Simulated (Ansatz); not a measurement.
Energy difference 2 R1 + R2 → 2 P1 + P2, each structure at its B3LYP-D3(BJ)/def2-TZVP stationary point, reached from a drawn start (curvature not checked).
P1: H2O (SMILES O), charge 0, multiplicity 1.
R1: H2S (SMILES S), charge 0, multiplicity 1.
R2, C3H8O2 (SMILES COCOC) (charge 0, multiplicity 1):
```
atom    x (Å)    y (Å)    z (Å)
----  -------  -------  -------
C     -1.1877  -0.4166  -1.3976
O     -0.3521  -1.0613  -0.4480
C      0.8922  -0.4393  -0.2822
O      0.8171   0.8323   0.3009
C      0.3825   0.8130   1.6523
H     -0.7006  -0.3717  -2.3791
H     -2.0959  -1.0111  -1.4753
H     -1.4419   0.5992  -1.0847
H      1.4759  -1.1223   0.3443
H      1.3839  -0.2857  -1.2489
H      1.0511   0.1998   2.2684
H     -0.6343   0.4226   1.7417
H      0.4098   1.8410   2.0084
```
P2: C3H8S2 (SMILES CSCSC), charge 0, multiplicity 1.

P less R. No zero-point or thermal terms. One arrangement of each flexible species, with no search for the lowest.

Frozen-core correlation throughout.

Programs: Ansatz (a first-principles code). Each number belongs to the level named beside it.

### Question
Estimate the reaction energy that B3LYP/def2-TZVPP returns for this input.

### Answer
-0.95 eV

### Question
What reaction energy does CCSD/cc-pV(T+d)Z give?

### Answer
-0.96 eV

### Question
Estimate the reaction energy that CCSD(T)/cc-pV(T+d)Z returns for this input.

### Answer
-1.04 eV
